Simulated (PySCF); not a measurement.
# Threshold energies of RuF in a plasma

PBE in PySCF with def2-TZVPPD on every atom (core potentials on Ru), for the lowest determinant that a PBE0 search found; no spin–orbit coupling.

```json
{"species": "RuF", "state (unpaired electrons)": "quartet (σ ↑, π ↑, δ ↑)", "Re (Å)": "1.896", "ωe (cm⁻¹)": "568", "energy of the minimum from the neutral (eV)": "0.00", "De (eV)": "4.50", "dissociates to": "Ru (4d7 5s1) + F"}
{"species": "RuF⁺", "state (unpaired electrons)": "quintet (σ ↑, π ↑↑, δ ↑)", "Re (Å)": "1.820", "ωe (cm⁻¹)": "681", "energy of the minimum from the neutral (eV)": "8.05", "De (eV)": "4.25", "dissociates to": "Ru⁺ (4d7) + F"}
{"species": "RuF⁻", "state (unpaired electrons)": "quintet (σ ↑, π ↑↑, δ ↑)", "Re (Å)": "1.998", "ωe (cm⁻¹)": "452", "energy of the minimum from the neutral (eV)": "-1.47", "De (eV)": "2.31", "dissociates to": "Ru (4d7 5s1) + F⁻"}
```

**Question.** Work out the lowest energy to break RuF into atoms, from its vibrational ground state.

**Answer.** D0 = De − ωe/2 = 4.50 − 0.04 = 4.46 eV (PBE/def2-TZVPPD).

**Question.** Work out the ionisation energy of the Ru atom at this level and the threshold of dissociative ionisation.

**Answer.** IE(Ru) = 8.05 + 4.25 − 4.50 = 7.80 eV, so Ru⁺ (4d7) + F + e⁻ appears at D0 + IE(Ru) = 12.26 eV (PBE/def2-TZVPPD). The measured IE(Ru) is 7.361 eV (NIST ASD).

**Question.** Work out the electron affinity of the F atom and the threshold of dissociative attachment.

**Answer.** EA(F) = 4.50 − 2.31 − (-1.47) = 3.66 eV, so Ru (4d7 5s1) + F⁻ needs D0 − EA(F) = 0.80 eV (PBE/def2-TZVPPD). The measured EA(F) is 3.401 eV.

**Question.** At which energy does ion-pair formation open?

**Answer.** Ru⁺ + F⁻ lies at D0 + IE(Ru) − EA(F) = 8.60 eV (PBE/def2-TZVPPD).

These are thermodynamic thresholds; the onsets seen under electron impact lie higher where the geometry changes, and cross-sections peak well above them.

The metal atom is held in its measured ground configuration; semilocal functionals can put another filling of s and d lower by some tenths of an eV, and De to that atom would be smaller. These are scalar-relativistic numbers at best; spin–orbit coupling would shift them, the dissociation energy most. For an ion De counts to the pair picked by the measured ionisation energies or electron affinities, which need not be the lowest pair at this level. The highest Kohn–Sham level is positive in this anion. Much of that is self-interaction error, but it also means that the finite basis helps to hold the extra electron. With d or f electrons several states lie close, and the lowest PBE0 determinant need not be the measured ground state.
